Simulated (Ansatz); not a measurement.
```xyz
9

C     1.168   -0.320    0.566
Sb   -0.836    0.294    0.991
O    -0.599    1.842   -0.210
Te   -2.058   -1.491   -0.746
H     1.298   -1.371    0.822
H     1.349   -0.162   -0.496
H     1.854    0.294    1.151
H    -1.405    2.360   -0.287
H    -0.771   -1.446   -1.791
```

Charge 0, multiplicity 1. Sb, Te takes the def2 core potential.

List the PBE0/def2-TZVPP orbital energies in eV (Ansatz 0.2.0). (Estimate.)

The calculation gave: Occupied: -522.45, -278.33, -171.67, -157.34, -120.65, -120.55, -120.38, -108.91, -108.87, -108.72, -43.85, -43.81, -43.65, -43.57, -43.55, -36.56, -36.47, -36.36, -36.33, -36.27, -27.23, -19.89, -17.58, -15.17, -12.69, -11.76, -11.50, -10.01, -9.93, -9.36, -8.08, -6.91, -6.42. Lowest empty: -1.16, -0.92, -0.43, 0.79, 1.66, 2.35, 2.61, 3.14.
